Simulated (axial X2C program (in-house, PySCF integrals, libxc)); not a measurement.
## Potential curves of SiBr, 2c

Calculated with an in-house all-electron X2C program for linear molecules (integrals from PySCF). Two-component (2c) means X2C with spin–orbit coupling and atomic mean-field two-electron Coulomb and Gaunt terms. Basis: Br dyall-cv3z [8s9p6d4f1g], Si dyall-v3z [8s7p2d1f] (cores contracted in-house); Gaussian nuclei, density fitting, unrestricted open shells. Masses: Br 78.918 u, Si 27.977 u.

State: Ω = 1/2 (⟨Sz⟩ = -0.50, ⟨Lz⟩ = 1.00 at HF). Energies in cm⁻¹ from the fragments at the same level (Br + Si). Fits are polynomials in 1 − R0/R over 0.85 to 1.23 times the lowest point R0.

```
 R (Å)      HF    CCSD
1.9462  -10785        
2.0357  -15148  -24039
2.1028  -17053  -25862
2.1699  -18090  -26818
2.2370  -18465  -27112
2.3153  -18276  -26831
2.3936  -17596  -26063
2.4943  -16225  -24586
2.6173  -14082        
2.7963  -10529
```

Correlated methods: 11 electrons correlated (number of frozen shells: Br 3 s, 2 p, 1 d; Si 2 s, 1 p), 183 virtual spin orbitals or spinors in MP2, 90 natural virtuals in coupled cluster.

Occupations by symmetry block were frozen at the best pattern of an incomplete PBE0 search. De is counted from the lowest determinant-based energies of the atoms at the same level, without counterpoise correction. CCSD ran in a truncated set of natural virtual spinors with an MP2 remainder; without triples it tends to underbind. In 2c an atomic determinant is not the ground J level, so De misses part of the atomic spin–orbit lowering. This holds for CCSD. Coupled cluster ran on the points near the minimum only. MP2 and coupled cluster on one determinant become unreliable at the stretched end.

**Question.** What are Re, ωe and De at the HF level?

**Answer.** At HF, 2c: Re = 2.251 Å, ωe ≈ 413 cm⁻¹, De = 2.29 eV to Br + Si; Be follows as 0.161 cm⁻¹.

**Question.** What are Re, ωe and De at the CCSD level?

**Answer.** At CCSD, 2c: Re = 2.240 Å, ωe ≈ 422 cm⁻¹, De = 3.36 eV to Br + Si; Be follows as 0.163 cm⁻¹.
